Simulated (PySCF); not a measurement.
Species: C8H9O (doublet state).
Structure used (GFN2-xTB), in Å, numbered top down from 1:
```xyz
18
C8H9O angstrom
O      2.4733    1.7734    1.0971
C      1.8772    1.0494    0.3383
C      2.3249   -0.2338   -0.2164
C      1.4105   -0.7374   -1.0420
C      0.1868    0.1238   -1.1703
C     -1.0394   -0.6273   -0.8355
C     -2.3953   -0.2422   -0.4425
C     -1.5685   -1.2021    0.4018
C      0.4895    1.3156   -0.2251
H      3.2760   -0.6666    0.0376
H      1.4813   -1.6688   -1.5782
H      0.0962    0.4836   -2.2036
H     -2.5891    0.7628   -0.0812
H     -3.2363   -0.6585   -0.9814
H     -1.8744   -2.2398    0.4126
H     -1.1722   -0.8755    1.3583
H      0.4724    2.2733   -0.7444
H     -0.2218    1.3764    0.5985
```

The hyperfine couplings belong to this conformer and change with its torsions.

Identity: `O=C1C=C[C@@H]([C]2CC2)C1` [radical].

The calculation used UKS B3LYP, pcH-1 on C H O, non-relativistic, mean-field spin-orbit, GIAO in PySCF. Geometry: GFN2-xTB, one conformer, isolated molecule. A GFN2-xTB geometry isn't a minimum of the functional, and hyperfine couplings can be far from their values at a DFT geometry. The SCF solution wasn't tested for stability.

**Question.** Match the computed a_iso(13C) values +257.1, +48.1, -16.4, +12.1, -8.0, +2.5, -0.5 MHz (means over equivalent nuclei) with the sites C2; C3; C4; C5; C6; C7/C8; C9.

**Answer.** 
| site | a_iso (MHz) | ρ(0) (bohr⁻³) | position | distance from C6 (Å) | spin population | largest \|T\| (MHz) |
| --- | --- | --- | --- | --- | --- | --- |
| C2 | +2.5 | +0.0022 | 3 bonds from C6 | 3.56 | 0.00 | 1.2 |
| C3 | -0.5 | -0.0005 | 3 bonds from C6 | 3.44 | 0.00 | 1.1 |
| C4 | +12.1 | +0.0108 | 2 bonds from C6 | 2.46 | +0.01 | 2.2 |
| C5 | -8.0 | -0.0071 | 1 bond from C6 | 1.48 | -0.05 | 5.9 |
| C6 | +257.1 | +0.2287 | largest spin population | 0.00 | +0.93 | 147.4 |
| C7/C8 | -16.4 | -0.0146 | 1 bond from C6 | 1.46 | -0.04 | 4.4 |
| C9 | +48.1 | +0.0428 | 2 bonds from C6 | 2.55 | +0.05 | 12.8 |

ρ(0) is the spin density at the nucleus and T the dipolar tensor; entries for several nuclei are means. The largest Mulliken spin population is on C6 (+0.93). The angles at C6 add up to 330.6°, so it is pyramidal.

Examples of negative spin density at the nucleus (bohr⁻³): C7/C8 (-0.0146) and C5 (-0.0071).

Means are taken over nuclei equivalent by connectivity, which assumes that they swap fast. The 1H value of +65.4 MHz is a mean of couplings from 51.0 to 79.7 MHz in this one geometry, not an average over conformers. The 1H value of +66.9 MHz is a mean of couplings from 54.3 to 79.5 MHz in this one geometry, not an average over conformers.
